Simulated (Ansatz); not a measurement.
The cluster Cs3I2⁺ (the lowest singlet isomer of a short search). Total charge 1; singlet. Geometry r2SCAN-D4/def2-SVP, basis def2-TZVP, Ansatz.

```xyz
5

Cs   -1.3516    2.5276    0.9239
Cs    2.4732   -0.9815    1.4032
Cs   -1.1199   -1.5472   -2.3269
I     1.2556    1.1790   -1.3901
I    -1.2573   -1.1779    1.3899
```

```csv
run,HOMO (eV),LUMO (eV)
A,-8.28,-4.03
B,-7.65,-4.28
C,-9.49,-3.34
D,-7.85,-3.60
E,-10.88,-2.27
F,-8.65,-3.72
```

In the def2 sets Cs, I take a core potential; there is no spin–orbit coupling. HSE06 is defined as in plane-wave codes, on full-range PBE exchange. The structure comes from a short search, and lower isomers may exist.

Q: The runs used BHLYP, HF, HSE06, PBE, PBE0, r2SCAN. Estimate which is which.

A: A HSE06 (range-separated); B PBE (0 % exact exchange); C BHLYP (50 % exact exchange); D r2SCAN (0 % exact exchange); E HF (100 % exact exchange); F PBE0 (25 % exact exchange). Exact exchange lowers occupied and raises empty levels; among semilocal functionals meta-GGAs tend to open the gap a little, and such runs are hard to tell apart. The gap grows from 3.37 eV (PBE) to 8.61 eV (HF).
